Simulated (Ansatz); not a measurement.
Computed with Ansatz on PBE0-D4/def2-TZVP structures; ΔE is electronic, products minus reactants. CCSD(T)/CBS adds triple-zeta CCSD(T) − MP2 to the extrapolated MP2 energy (def2 sets, frozen cores). Functionals use def2-TZVPP. For Ge outer-core shells are correlated without core-valence functions, which leaves a few kJ/mol of doubt a bond. Scalar relativity is left out up to krypton. Each species was taken in one conformer, which may not be the lowest.

`Cl[SiH](Cl)[GeH3]` + `CC(O)=S` → `CC(=S)[O][GeH3]` + `Cl[SiH2]Cl`  (cleavage of the Ge–Si bond)

Is it downhill or uphill in electronic energy at CCSD(T)/CBS, and by how much? (Estimate.)

Ansatz gave: Uphill: ΔE = +18.3 kJ/mol.

What do these levels give: BLYP-D4, r2SCAN0-D4, PBE-QIDH, PBE, revPBE, BLYP, r2SCAN, PBE0, CAM-B3LYP, SCS-MP2/def2-TZVPP, SCS-MP2/def2-QZVPP, MP2/CBS(def2)? (Estimate.)

Computed: BLYP-D4 19.6, r2SCAN0-D4 26.0, PBE-QIDH 23.1, PBE 36.3, revPBE 36.5, BLYP 21.5, r2SCAN 25.8, PBE0 33.8, CAM-B3LYP 16.0, SCS-MP2/def2-TZVPP 5.4, SCS-MP2/def2-QZVPP 6.6, MP2/CBS(def2) 15.1 kJ/mol.

Largest T1 diagnostic among the species: 0.017.

From BLYP to BHLYP (50 % exact exchange), in def2-TZVPP and without D4, ΔE moves by −7.4 kJ/mol. In def2-TZVPP, CCSD(T) changes the Hartree–Fock value by +12.1 kJ/mol (the triples alone add +0.5 kJ/mol) and MP2 by +8.9 kJ/mol.
